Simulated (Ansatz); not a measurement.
# One arrangement of a pair

The pair of F2 (SMILES FF, atoms 1–2) and Br2 (SMILES BrBr, atoms 3–4), both closed shells, in one local arrangement (a lower one may exist), relaxed at PBE0-D4/def2-TZVP:

```xyz
4
angstrom
F 0.2063 0.3529 -1.2858
F 0.0303 0.0363 -2.6179
Br -0.6801 -1.1777 2.0865
Br 0.4435 0.7885 1.8172
```

Ansatz 0.2.0; basis: def2-TZVPPD, with def2-QZVPPD for the basis limit; cores frozen in the correlated methods. Filled d shells of the heavier atoms are correlated. The def2 sets are not built for correlating such inner shells, so the correlated values are less sure here. Extrapolation: Hartree–Fock as exp(−7.88 √X), correlation as X^−2.97. Interaction energies count from these two fragments, frozen as in the pair, with the counterpoise correction; negative means bound.

(1) What is the interaction energy by CCSD(T) at an estimated basis limit (MP2 extrapolated from triple and quadruple zeta, plus CCSD(T) − MP2 in triple zeta)? (Judge from chemistry; the value comes from the calculation.)

(2) Which atoms make the shortest contact between the fragments?

The T1 diagnostic stays at or below 0.013. The restricted Hartree–Fock reference is unstable towards an unrestricted one at one or more of these structures.

Results:

(1) Computed: -0.65 kcal/mol. Hartree–Fock alone gives 0.95 kcal/mol at the basis limit, so without correlation the pair would not bind at this distance. Plain CCSD(T) in triple zeta gives -0.41 kcal/mol; the step to the limit is large here, so the limit is uncertain. It counts from the two fragments frozen as in the pair.

(2) F1 and Br4, 3.14 Å apart.

Basis-set superposition shift (counterpoise-corrected less uncorrected): CCSD(T) 0.72; MP2 0.71; HF 0.09; PBE0-D4 0.09; wB97M-V 0.09 kcal/mol.

For scale, one of the runs: CCSD(T)/def2-TZVPPD, 194 basis functions, launched by `ansatz run in.yaml --threads 4 --pin off --events-out ev --progress --plain --max-ram 9574MiB`. Time: 110 s of wall clock on 4 CPU threads of an Arm Neoverse V1; the host was shared. Peak host memory: 2.5 GiB.
